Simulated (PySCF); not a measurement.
Si(Cl)(I)2(Me) (CH3ClI2Si), SMILES C[Si](Cl)(I)I. The structure is a stationary point at PBE0-D3(BJ)/def2-SVP. The def2 effective core potentials stand for the cores of I; spin–orbit coupling is left out.

Level of theory: PBE0-D3(BJ)/def2-SVP run with PySCF.

Harmonic wavenumbers (cm⁻¹): 82, 116, 160, 166, 177, 185, 300, 413, 554, 742, 799, 806, 1259, 1414, 1415, 3062, 3179, 3185. Rotational constants (GHz): 1.155, 0.4512, 0.3756; symmetry number 1.

Q: Work out the zero-point energy and the ideal-gas rigid-rotor harmonic-oscillator thermochemistry at 298.15 K and 1 atm.

A: ZPE = ½ Σ hcν = ½ × 18014 cm⁻¹ = 25.75 kcal/mol. H − E(el) = 31.31 kcal/mol. Entropy in cal/(mol K): translation 43.30, rotation 31.77, vibration 20.28, total 95.36. G − E(el) = 2.88 kcal/mol. Cp = 26.02 cal/(mol K). Modes under 150 cm⁻¹ make the vibrational entropy uncertain.
